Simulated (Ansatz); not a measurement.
Reaction (substitution at a C–O bond): `C=CC(=O)OC` + `C[O][Al]([OH])[Cl]` → `C[O][Al]([Cl])[O]C` + `C=CC(=O)O`

Computed with Ansatz on PBE0-D4/def2-TZVP structures; ΔE is electronic, products minus reactants. CCSD(T)/CBS is the MP2 limit (def2-TZVPP, def2-QZVPP) plus CCSD(T) − MP2 in def2-TZVPP, frozen cores. DFT in def2-TZVPP. B3LYP here is the variant with VWN-RPA as its local correlation; programs differ in this. One conformer a species, not always the lowest.

`C=CC(=O)OC`:

```xyz
12

C    -1.185    1.199   -1.834
C    -1.143    0.404   -0.775
C     0.144    0.106   -0.110
O     1.221    0.529   -0.440
O    -0.042   -0.715    0.934
C     1.139   -1.064    1.645
H    -0.272    1.639   -2.220
H    -2.118    1.429   -2.334
H    -2.030   -0.056   -0.356
H     1.622   -0.173    2.049
H     0.820   -1.722    2.450
H     1.845   -1.576    0.989
```

`C[O][Al]([OH])[Cl]`:

```xyz
9

C    -0.374    0.870   -1.423
O     0.279   -0.100   -0.654
Al    0.247   -0.575    0.944
O     1.242   -1.838    1.432
Cl   -1.015    0.393    2.303
H    -1.076    1.469   -0.832
H     0.362    1.545   -1.871
H    -0.930    0.389   -2.233
H     1.264   -2.153    2.334
```

`C[O][Al]([Cl])[O]C`:

Z-matrix (Å, degrees):
```
C
O 1 1.400
H 1 1.096 2 112.4
H 1 1.094 2 109.9 3 -120.6
H 1 1.094 2 109.9 3 120.6
Al 2 1.673 1 135.5 3 0.6
O 6 1.669 2 120.8 1 180.0
Cl 6 2.083 2 120.5 1 -0.0
C 7 1.401 6 134.8 2 0.0
H 9 1.096 7 112.5 6 0.2
H 9 1.094 7 109.8 6 120.8
H 9 1.094 7 109.8 6 -120.5
```

`C=CC(=O)O`:

Cartesian coordinates in Å:
```
C 1.193 -0.554 -0.630
C -0.003 -0.772 -0.100
C -0.870 0.288 0.444
O -1.955 0.084 0.925
O -0.340 1.521 0.358
H 1.791 -1.371 -1.016
H 1.607 0.446 -0.692
H -0.431 -1.765 -0.030
H -0.992 2.122 0.742
```

Is it downhill or uphill in electronic energy at CCSD(T)/CBS, and by how much? (Estimate.)

The calculation gave: Uphill: ΔE = +0.22 eV.

What do these levels give: ωB97X-V, PBE, PBE0, B3LYP, HF/def2-TZVPP, SCS-MP2/def2-TZVPP, CCSD(T)/def2-TZVPP, MP2/def2-QZVPP, SCS-MP2/def2-QZVPP, HF/CBS(def2), MP2/CBS(def2), CCSD/CBS(def2)? (An estimate is asked.)

The calculation gave: ωB97X-V 0.19, PBE 0.18, PBE0 0.18, B3LYP 0.17, HF/def2-TZVPP 0.13, SCS-MP2/def2-TZVPP 0.21, CCSD(T)/def2-TZVPP 0.21, MP2/def2-QZVPP 0.23, SCS-MP2/def2-QZVPP 0.21, HF/CBS(def2) 0.13, MP2/CBS(def2) 0.24, CCSD/CBS(def2) 0.20 eV.

Largest T1 diagnostic among the species: 0.015.

In def2-TZVPP, CCSD(T) changes the Hartree–Fock value by +0.08 eV (the triples alone add +0.02 eV) and MP2 by +0.10 eV.
